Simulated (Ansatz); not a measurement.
Results of the Gaussian-basis code of Ansatz.

A structure relaxed at PBE0-D4/def2-TZVP, charge 0, multiplicity 1:

| atom | x (Å) | y (Å) | z (Å) |
| --- | --- | --- | --- |
| N1 | 0.3415 | 0.9558 | -1.9000 |
| C2 | 0.1332 | 0.4417 | -0.7707 |
| B3 | 0.0808 | -0.9062 | 0.0600 |
| C4 | -0.2942 | 0.0495 | 1.2437 |
| O5 | -0.2019 | 1.1928 | 0.3350 |
| H6 | 0.5730 | 0.2271 | -2.5697 |
| H7 | 0.2464 | -2.0675 | -0.1293 |
| H8 | 0.4220 | 0.1432 | 2.0661 |
| H9 | -1.3008 | -0.0365 | 1.6648 |

(1) Give its formula and SMILES.

(2) Point group (tolerance 0.08 Å, 0.16 Å for H)?

(3) Summarise the bond lengths by kind.

Results:

(1) C2H4BNO, `N=C1BCO1`.

(2) Cs.

(3) 1 × C–N 1.258 Å; 1 × H–N 1.016 Å; 2 × B–C 1.567 to 1.584 Å; 2 × C–O 1.378 to 1.463 Å; 1 × B–H 1.188 Å; 2 × C–H 1.095 Å.
